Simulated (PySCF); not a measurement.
C₆H₁₀F₂.
Z-matrix (Å and degrees, PBE0-D3(BJ)/def2-TZVP geometry), rows numbered from 1:
```
F 
C   1  1.3728
F   2  1.3670  1  105.64
C   2  1.5088  1  108.91  3   117.63
C   4  1.5233  2  111.02  1    68.76
C   5  1.5228  4  111.29  2    53.78
C   6  1.5228  5  111.15  4   -56.07
C   2  1.5088  1  108.94  3  -117.62
H   4  1.0940  2  107.37  1  -170.44
H   4  1.0923  2  108.21  1   -54.40
H   5  1.0928  4  109.55  2   176.44
H   5  1.0948  4  109.11  2   -67.06
H   6  1.0933  5  110.08  4  -178.33
H   6  1.0972  5  109.39  4    64.82
H   7  1.0949  6  109.40  5   -64.47
H   7  1.0928  6  110.67  5   178.21
H   8  1.0940  2  107.38  1   170.51
H   8  1.0924  2  108.22  1    54.49
```

Computed with PBE0-D3(BJ)/def2-TZVP geometry optimisation, gas phase in PySCF 2.14.0.

Take the most abundant isotopes and a rigid rotor. The values belong to one conformer with, in the numbering `[F:1][C:2]1([F:3])[CH2:4][CH2:5][CH2:6][CH2:7][CH2:8]1`, F1–C2–C4–C5 69°, C2–C4–C5–C6 54°, C4–C5–C6–C7 -56°, C5–C6–C7–C8 56°.

(1) What are A, B and C (MHz)?

(2) Classify the top.

(3) Is it planar, by Δ = Ic − Ia − Ib?

(4) Give the other two planar moments, Paa and Pbb, and the rms extents of the mass along the axes.

(5) List the rotational levels J(Ka,Kc) to J = 4 (K).

(6) Which lines would a microwave search look for?

## Answers

(1) Ia = 156.80, Ib = 285.16, Ic = 331.47 u·Å²; 505379 MHz·u·Å²/I gives A = 3223, B = 1772, C = 1525 MHz.

(2) An asymmetric top; Ray's κ = -0.708.

(3) Not planar: Δ = Ic − Ia − Ib = -110.49 u·Å². For a rigid frame Δ = −2 Σ m c², so Σ m c² = 55.25 u·Å² lies off the ab plane: 9.66 from hydrogen and 45.59 from heavier atoms. The atom farthest from that plane is 1.51 Å away.

(4) Paa = Σ m a² = (Ib + Ic − Ia)/2 = 229.91 and Pbb = Σ m b² = (Ia + Ic − Ib)/2 = 101.56 u·Å². With the mass M = 120.08 u, the rms extents √(P/M) along a, b and c are 1.38, 0.92, 0.68 Å.

(5) Above 0(0,0), as E/k:
J = 1: 1(0,1) 0.158, 1(1,1) 0.228, 1(1,0) 0.240
J = 2: 2(0,2) 0.473, 2(1,2) 0.532, 2(1,1) 0.568, 2(2,1) 0.777, 2(2,0) 0.778
J = 3: 3(0,3) 0.943, 3(1,3) 0.988, 3(1,2) 1.060, 3(2,2) 1.252, 3(2,1) 1.258, 3(3,1) 1.630, 3(3,0) 1.630
J = 4: 4(0,4) 1.563, 4(1,4) 1.595, 4(1,3) 1.713, 4(2,3) 1.883, 4(2,2) 1.903, 4(3,2) 2.266, 4(3,1) 2.266, 4(4,1) 2.792, 4(4,0) 2.792
The levels of one J sum to (2J + 1)J(J + 1)(A + B + C)/3.

(6) The dipole components are |μa| = 2.39 D, |μb| = 0.00 D, |μc| = 0.88 D; the mirror of this Cs structure is the ac plane, so μb vanishes by symmetry and there are no b-type lines. Intensities carry the squares of the components, which stand as 1.00 : 0.13 (a : c). Some lines, for components of 0.1 D or more:

```tsv
type	branch	J(Ka,Kc)	MHz	lower level (cm⁻¹)
a	Q	2(1,1) ← 2(1,2)	743	0.370
c	Q	2(1,2) ← 2(0,2)	1232	0.329
c	Q	1(1,1) ← 1(0,1)	1451	0.110
a	R	1(0,1) ← 0(0,0)	3297	0.000
c	Q	2(2,1) ← 2(1,1)	4352	0.395
c	R	1(1,0) ← 0(0,0)	4995	0.000
a	R	2(1,2) ← 1(1,1)	6346	0.158
a	R	2(0,2) ← 1(0,1)	6565	0.110
a	R	2(1,1) ← 1(1,0)	6842	0.167
c	R	2(1,1) ← 1(0,1)	8540	0.110
c	R	2(2,0) ← 1(1,0)	11223	0.167
c	R	2(2,1) ← 1(1,1)	11441	0.158
```

Stationary, but not proved a minimum. No vibrational averaging or centrifugal distortion is included, and the geometry carries the error of its method.
